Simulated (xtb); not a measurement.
Cl2H8N2Si3, SMILES [SiH3]N[Si](Cl)(Cl)N[SiH3]. All values are semi-empirical tight-binding results from xtb (GFN2-xTB unless named), good for trends rather than for accurate numbers. Geometry: GFN2-xTB. The values are those of a single conformer.

Optimised geometry:

Bonded distances (Å): Si1–N2 1.742, Si1–H8 1.463, Si1–H9 1.462, Si1–H10 1.463, N2–Si3 1.718, N2–H11 1.006, Si3–Cl4 2.008, Si3–Cl5 2.018, Si3–N6 1.722, N6–Si7 1.740, N6–H12 1.006, Si7–H13 1.463, Si7–H14 1.462, Si7–H15 1.464. Bond angles (°): N2–Si1–H8 108.7, N2–Si1–H9 104.0, N2–Si1–H10 109.2, H8–Si1–H9 112.3, H8–Si1–H10 110.7, H9–Si1–H10 111.6, Si1–N2–Si3 129.1, Si1–N2–H11 115.5, Si3–N2–H11 115.1, N2–Si3–Cl4 107.0, N2–Si3–Cl5 108.9, N2–Si3–N6 112.8, Cl4–Si3–Cl5 111.3, Cl4–Si3–N6 110.1, Cl5–Si3–N6 106.8, Si3–N6–Si7 127.9, Si3–N6–H12 116.1, Si7–N6–H12 116.0, N6–Si7–H13 109.3, N6–Si7–H14 103.9, N6–Si7–H15 108.8, H13–Si7–H14 112.2, H13–Si7–H15 110.2, H14–Si7–H15 112.1.

Problem. Estimate the properties. (The exact figures need the calculation; the answer reports its results.)

Solution. 
```
Quantity                                         Result
----------------------------------------  -------------
orbital gap                                     5.38 eV
dipole moment                                    3.03 D
zero-point energy                         51.8 kcal/mol
G − E(el) at 298.15 K (modified RRHO)     26.3 kcal/mol
static polarisability (D4 model)            130.9 bohr³
solvation energy, GFN2-xTB/ALPB(water)    -1.4 kcal/mol
solvation energy, GFN2-xTB/ALPB(octanol)  -6.5 kcal/mol
```

Computed atomic charges and the Wiberg bond orders between heavy atoms:
charges (e) Si1 0.50, N2 -0.45, Si3 0.61, Cl4 -0.23, Cl5 -0.26, N6 -0.45, Si7 0.49, H8 -0.10, H9 -0.10, H10 -0.08, H11 0.16, H12 0.17, H13 -0.09, H14 -0.09, H15 -0.09. Bond orders Si1–N2 0.99, N2–Si3 1.09, Si3–Cl4 1.05, Si3–Cl5 1.00, Si3–N6 1.08, N6–Si7 1.00.
